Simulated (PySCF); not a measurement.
Excitations are Tamm–Dancoff values on a coarser integration grid. The basis has no diffuse functions, so Rydberg states are missing or too high.

Cartesian coordinates (Å):
SMILES: OC1=CC=CC1
```xyz
12

O     -1.9405     1.0333    -0.5904
C     -0.7213     0.5424    -0.2493
C      0.4179     1.2502    -0.1505
C      1.4863     0.3294     0.2409
C      1.0081    -0.9187     0.3787
C     -0.4666    -0.9049     0.0755
H     -2.5903     0.3229    -0.5890
H      0.5269     2.3087    -0.3279
H      2.5131     0.6311     0.3934
H      1.5573    -1.8039     0.6576
H     -0.7222    -1.5554    -0.7691
H     -1.0687    -1.2350     0.9301
```
Charge 0, multiplicity 1.

Task: What is the computed S1 oscillator strength, dipole moment, HOMO–LUMO gap, S1–T1 gap (TDA), HOMO, S1 excitation (TDA), total energy and T1 excitation (TDA) (ωB97X-D3(BJ)/def2-TZVP // B3LYP-D3(BJ)/def2-TZVP (PySCF))?

Result: 
- S1 oscillator strength = 0.139
- dipole moment = 1.98 D
- HOMO–LUMO gap = 9.90 eV
- S1–T1 gap (TDA) = 2.11 eV
- HOMO = -7.97 eV
- S1 excitation (TDA) = 5.20 eV
- total energy = -269.5346 Ha
- T1 excitation (TDA) = 3.09 eV
